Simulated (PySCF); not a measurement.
Species: CH8InN.
SMILES with atom numbers: `[CH3:1][InH2-:2][NH3+:3]` (hydrogens: H4, H5, H6 on C1; H7, H8 on In2; H9, H10, H11 on N3)

Computed by this run: PBE0-D3(BJ)/def2-SVP geometry optimisation, gas phase, def2 core potentials past Kr in PySCF; density fitting, grid level 1; the optimiser is geomeTRIC in internal coordinates, started from a GFN2-xTB structure with every atom displaced at random (about 0.01 Å).

The end geometry, which sets the zero of energy:
```
atom  x, y, z in Å
C1     -1.7557   -0.3853   -0.0157
In2    -0.1538    1.0778    0.2186
N3      1.6772   -0.4453   -0.1458
H4     -2.7315    0.1237   -0.0491
H5     -1.7792   -1.0995    0.8218
H6     -1.6459   -0.9477   -0.9565
H7      0.3416    1.5487    1.8283
H8      0.2038    2.1402   -1.1238
H9      1.6412   -0.8703   -1.0718
H10     2.5741    0.0316   -0.0612
H11     1.6651   -1.1993    0.5400
```

**Question.** These geometries come from the run, each turned onto the end geometry. Order them by energy, lowest first.
A.
```
atom  x, y, z in Å
C1     -1.8251   -0.4139   -0.0111
In2    -0.1797    1.0219    0.2054
N3      1.6836   -0.4413   -0.1650
H4     -2.7706    0.1298   -0.0617
H5     -1.8718   -1.0821    0.8201
H6     -1.7365   -0.9616   -0.9358
H7      0.4165    1.5107    1.7432
H8      0.3215    2.1044   -1.0422
H9      1.7125   -0.8659   -1.0563
H10     2.5244    0.1479   -0.0648
H11     1.7622   -1.1753    0.5530
```
B.
```
atom  x, y, z in Å
C1     -1.7546   -0.3938   -0.0154
In2    -0.1644    1.0804    0.1990
N3      1.6775   -0.4378   -0.1610
H4     -2.7332    0.1107   -0.0460
H5     -1.7697   -1.0960    0.8328
H6     -1.6542   -0.9682   -0.9497
H7      0.3499    1.5422    1.8078
H8      0.2144    2.1888   -1.0977
H9      1.6700   -0.8891   -1.0759
H10     2.5866    0.0105   -0.0521
H11     1.6147   -1.1731    0.5429
```
C.
```
atom  x, y, z in Å
C1     -1.7560   -0.3970   -0.0165
In2    -0.1718    1.0785    0.2016
N3      1.6770   -0.4368   -0.1618
H4     -2.7337    0.1054   -0.0495
H5     -1.7741   -1.1006    0.8376
H6     -1.6584   -0.9719   -0.9529
H7      0.3593    1.5523    1.8121
H8      0.2211    2.1967   -1.0934
H9      1.6790   -0.8931   -1.0813
H10     2.5912    0.0050   -0.0562
H11     1.6034   -1.1638    0.5450
```

**Answer.** B (0.005 eV), C (0.012 eV), A (0.102 eV).

In the order of the answer:

```
step  E above end (eV)  largest force (eV/Å)  rms force component (eV/Å)  rms distance from end (Å)  rms bond change (Å)  bond most changed (Å)
   2             0.005                  0.11                       0.029                      0.031                0.002          In2–N3 +0.005
   1             0.012                  0.38                       0.120                      0.038                0.006          In2–H7 +0.012
   0             0.102                  2.05                       0.591                      0.094                0.021           C1–H5 -0.033
```

The cost below is that of the whole optimisation. Time: 22 s; peak memory 0.40 GiB. Hardware: Arm Neoverse V2, one thread (shared host).
